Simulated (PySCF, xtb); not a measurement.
hexane (C6H14), SMILES CCCCCC.

GFN2-xTB (xtb) at its own geometry gives an orbital gap of 13.18 eV and a dipole moment of 0.04 D.

Coordinates come from a r2SCAN-D4/def2-SVP optimisation. Other conformers were not sampled.

What does CAM-B3LYP/def2-TZVP (PySCF) give? (The exact figures need the calculation; the answer reports its results.)

gap 12.06 eV (levels -10.10 and 1.96 eV), dipole 0.10 D.
